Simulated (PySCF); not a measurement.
Electron correlation in Eu⁴⁵⁺ (europium, charge +45)

Starting occupation: [Ar]. Computed with PySCF 2.14 in an uncontracted even-tempered set (18 s from 3.7 bohr⁻², ratio 2.6; 14 p from 4.8 bohr⁻², ratio 2.6; 5 d from 4.9 bohr⁻², ratio 2.8; 3 f from 80 bohr⁻², ratio 2.8), with X2C-1e with screened-nucleus spin-orbit coupling, Gaussian nucleus. Frozen: [Ne]; 8 electrons correlated; the 62 highest virtual spinors left out.

MP2 pair energies summed by pair of shells (mhartree):

| pair | energy | share (%) |
| --- | --- | --- |
| 3p3/2-3p3/2 | -183.28 | 42.0 |
| 3p1/2-3p3/2 | -160.71 | 36.8 |
| 3p1/2-3p1/2 | -41.49 | 9.5 |
| 3p3/2-3s1/2 | -23.57 | 5.4 |
| 3s1/2-3s1/2 | -14.87 | 3.4 |
| 3p1/2-3s1/2 | -12.69 | 2.9 |

Total MP2 correlation energy: -436.61 mhartree.

The virtual space was cut to 50 spinors, which keep -421.32 of the -436.61 mhartree of MP2 correlation.

```csv
level,correlation energy (mhartree)
CCSD,-463.23
(T),-2.05
CCSD(T),-465.28
```

Diagnostics: T1 = 0.00023, largest double amplitude 0.038.

Cost of the coupled-cluster step: of the order of 30 core-seconds, for 8 occupied and 50 virtual spinors.

Iterations:

```
Init t2, MP2 energy = -0.421318362277771
CCSD nocc = 8, nmo = 58
Init t2, MP2 energy = -0.421318362277771
Init E_corr(GCCSD) = -0.421318362277771
cycle = 1  E_corr(GCCSD) = -0.457007680720788  dE = -0.0356893184  norm(t1,t2) = 0.0133652
cycle = 2  E_corr(GCCSD) = -0.46209792675358  dE = -0.00509024603  norm(t1,t2) = 0.00266751
cycle = 3  E_corr(GCCSD) = -0.463271657056454  dE = -0.0011737303  norm(t1,t2) = 0.000712678
cycle = 4  E_corr(GCCSD) = -0.463232888115193  dE = 3.87689413e-05  norm(t1,t2) = 7.41077e-05
cycle = 5  E_corr(GCCSD) = -0.463233947779233  dE = -1.05966404e-06  norm(t1,t2) = 6.87888e-06
cycle = 6  E_corr(GCCSD) = -0.463233860150638  dE = 8.7628595e-08  norm(t1,t2) = 5.62576e-07
cycle = 7  E_corr(GCCSD) = -0.463233863621275  dE = -3.47063717e-09  norm(t1,t2) = 4.34932e-08
GCCSD converged
E(GCCSD) = -9036.214004686473  E_corr = -0.4632338636212748
```

The coupled-cluster values are those of the cut space; adding the MP2 remainder, -15.29 mhartree, estimates the full space.

At this charge the one-electron X2C treatment keeps the bare 1/r₁₂, with no two-electron picture change or Breit term. The effect here is smaller than on the frozen 1s shell.
